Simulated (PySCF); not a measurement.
Species: BF2H3Si.
SMILES: `FB(F)[SiH3]`

The calculation used PySCF 2.14.0, density-fitted response routines, TDDFT CAM-B3LYP/def2-SVPD, vertical, gas phase, core orbitals frozen in the response. Isolated species at its PBE0-D3(BJ)/def2-SVP geometry, gas phase.

Each state is given a Gaussian of 0.3 eV full width at half maximum, with ε(max) = 2.175×10⁸ f / Δν̃ (Δν̃ the width in cm⁻¹). The cross-section is σ = 3.8235×10⁻²¹ ε cm², given in Mb (10⁻¹⁸ cm²). The width is an assumption, not a result. The curve ends short of the highest state used, and states not computed would add to its high-energy end.

λ (nm), σ (Mb) and a bar:
```
    139.7       1.46 #
    140.7       2.54 ##
    141.8       4.36 ###
    142.9       7.23 #####
    144.0      12.75 ########
    145.0      21.37 ##############
    146.1      33.56 #####################
    147.2      43.73 ############################
    148.2      46.89 ##############################
    149.3      42.65 ###########################
    150.4      33.33 #####################
    151.5      23.07 ###############
    152.5      15.29 ##########
    153.6       9.44 ######
    154.7       6.25 ####
    155.8       4.82 ###
    156.8       4.13 ###
    157.9       3.37 ##
    159.0       2.45 ##
    160.1       1.53 #
    161.1       0.87 #
    162.2       0.40 
    163.3       0.16 
    164.4       0.05 
    165.4       0.02 
    166.5       0.00 
    167.6       0.00 
    168.6       0.00 
    169.7       0.00 
    170.8       0.00 
    171.9       0.00 
    172.9       0.01 
    174.0       0.04 
    175.1       0.11 
    176.2       0.31 
    177.2       0.69 
    178.3       1.48 #
    179.4       2.81 ##
    180.5       4.73 ###
    181.5       6.87 ####
    182.6       9.35 ######
    183.7      11.43 #######
    184.8      12.61 ########
    185.8      12.66 ########
    186.9      11.61 #######
    188.0       9.70 ######
    189.1       7.42 #####
    190.1       5.39 ###
    191.2       3.51 ##
    192.3       2.11 #
    193.3       1.24 #
    194.4       0.64 
    195.5       0.31 
    196.6       0.14 
    197.6       0.06 
    198.7       0.03
```

Problem. Where are the band maxima, and which computed states make them?

Solution. 185 nm (6.69 eV), ε about 3300, made up of S1 (100%); 148 nm (8.37 eV), ε about 12000, made up of S3 (14%) and S4 (85%) (ε in L mol⁻¹ cm⁻¹; maxima over ε = 5, shares over 10%). The states used: S1 6.69 eV (f 0.037); S2 7.91 eV (f 0.010); S3 8.23 eV (f 0.037); S4 8.39 eV (f 0.118); S5 8.68 eV (f 0.011); S6 9.30 eV (f 0.104); S7 9.36 eV (f 0.176); S8 9.38 eV (f 0.010); S9 9.42 eV (f 0.025); S10 9.48 eV (f 0.029).

Problem. What would ε be at 8.37 eV, the highest of these maxima, with half the width (0.15 eV)?

Solution. About 20600 L mol⁻¹ cm⁻¹ against 12300, a factor of about 1.7; a lone state at its own centre would give exactly 2.

Problem. On this curve, what absorbance would a 10⁻³ mol/L sample give at 193 nm over a 1 cm path?

Solution. 193 nm is 6.424 eV, where ε is about 380 L mol⁻¹ cm⁻¹, so A = ε c l ≈ 0.38 (Beer–Lambert, with the gas-phase spectrum and the assumed width).

Problem. Coming from long wavelengths, where does ε first pass 100 L mol⁻¹ cm⁻¹?

Solution. At about 195 nm (6.35 eV), 0.34 eV below S1.

The vertical ionisation energy (ΔSCF) is 11.76 eV, 2.28 eV above S10.
